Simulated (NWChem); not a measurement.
# SiH2S2, singlet; SMILES S[Si]S

```xyz
5

Si    -1.0092     0.0125     0.0000
S      0.3724     1.6678     0.0000
H      1.5637     1.0219     0.0000
S      0.4421    -1.5812     0.0000
H     -0.4667    -2.5831     0.0000
```
Atoms are numbered in this order, from 1.

Computed with NWChem. Medium grid unless said otherwise, to which SCAN and Minnesota functionals are sensitive. Low-valent species are run as closed-shell singlets; no triplet was tried in these runs. Geometry: optimised at PBE0/def2-SVP. B3LYP is NWChem's, with the RPA form of VWN correlation.

Problem. Order these by “highest occupied level (eV)”, lowest first: M06-L/def2-SVP; M05-2X/def2-SVP; B3LYP/def2-SVP; LC-wPBE (HJS exchange hole, range parameter 0.4 per bohr)/def2-SVP; OLYP/def2-SVP.

Solution. LC-wPBE (HJS exchange hole, range parameter 0.4 per bohr)/def2-SVP (-9.68), M05-2X/def2-SVP (-8.10), B3LYP/def2-SVP (-6.83), M06-L/def2-SVP (-6.26), OLYP/def2-SVP (-5.86)
